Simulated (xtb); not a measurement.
Sn(Cl)2(Me)(OMe) (C2H6Cl2OSn), SMILES C[O][Sn]([CH3])([Cl])[Cl]. All values are semi-empirical tight-binding results from xtb (GFN2-xTB unless named), good for trends rather than for accurate numbers. Coordinates come from a GFN2-xTB optimisation. Other conformers were not sampled.

For metal compounds this method's bond lengths and energies can be far off.

```
Property                                      Result
-------------------------------------  -------------
orbital gap                                  2.80 eV
zero-point energy                      47.7 kcal/mol
G − E(el) at 298.15 K (modified RRHO)  23.0 kcal/mol
```
